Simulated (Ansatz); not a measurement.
Reaction (redistribution): `F[CH2][AlH][Br]` + `[F][Al]1[NH][SiH2]1` → `F[CH2][AlH][F]` + `[Br][Al]1[NH][SiH2]1`

Program: Ansatz. Geometries: PBE0-D4/def2-TZVP. ΔE: electronic, gas phase. CBS: MP2 limit from def2 TZ/QZ plus the TZ coupled-cluster correction, frozen cores. Functionals use def2-TZVPP. For Br outer-core shells are correlated without core-valence functions, which leaves a few kJ/mol of doubt a bond. Scalar relativity is left out up to krypton. One conformer a species, not always the lowest.

`F[CH2][AlH][Br]`:

Z-matrix (Å, degrees):
```
C
Al 1 1.976
F 1 1.391 2 113.1
H 1 1.099 2 110.7 3 -121.5
H 1 1.099 2 110.7 3 121.5
Br 2 2.249 1 119.4 3 -0.1
H 2 1.579 1 121.2 3 179.9
```

`[F][Al]1[NH][SiH2]1`:

Cartesian coordinates in Å:
```
F -0.745 -0.127 2.959
Al -0.190 -0.029 1.416
N -0.870 -0.168 -0.204
Si 0.821 0.154 -0.625
H -1.655 -0.322 -0.819
H 1.544 -0.926 -1.357
H 1.095 1.418 -1.369
```

`F[CH2][AlH][F]`:

Cartesian coordinates in Å:
```
F -0.420 -1.257 -1.354
C 0.353 -0.250 -0.782
Al -0.353 0.367 0.955
F -1.722 -0.316 1.564
H 1.380 -0.627 -0.679
H 0.415 0.580 -1.500
H 0.348 1.502 1.798
```

`[Br][Al]1[NH][SiH2]1`:

Cartesian coordinates in Å:
```
Br -0.865 3.191 -1.327
Al -0.178 1.165 -0.657
N -0.581 0.074 0.673
Si 0.651 -0.905 -0.132
H -1.119 -0.130 1.502
H 0.201 -2.207 -0.703
H 1.892 -1.188 0.645
```

Task: Is it downhill or uphill in electronic energy at CCSD(T)/CBS, and by how much? (Best estimate.)

Result: Computed: Downhill: ΔE = -1.1 kcal/mol.

Task: What do these levels give: PBE-D4, r2SCAN-D4, PBE0-D4, ωB97M-V, B2PLYP, PBE-QIDH, r2SCAN, PBE0, CCSD/def2-SVP, CCSD(T)/def2-SVP, CCSD/def2-TZVPP, HF/CBS(def2)? (An estimate is asked.)

Result: Ansatz gave: PBE-D4 -1.4, r2SCAN-D4 -1.3, PBE0-D4 -1.3, ωB97M-V -1.1, B2PLYP -1.5, PBE-QIDH -1.3, r2SCAN -1.3, PBE0 -1.3, CCSD/def2-SVP -1.6, CCSD(T)/def2-SVP -1.8, CCSD/def2-TZVPP -1.3, HF/CBS(def2) -1.2 kcal/mol.

Largest T1 diagnostic among the species: 0.014.

Leaving LDA and LC-ωPBE aside and taking each functional with its dispersion term where it has one, the values, not all of them listed here, spread over 0.4 kcal/mol, from BLYP-D4 to ωB97X-V.
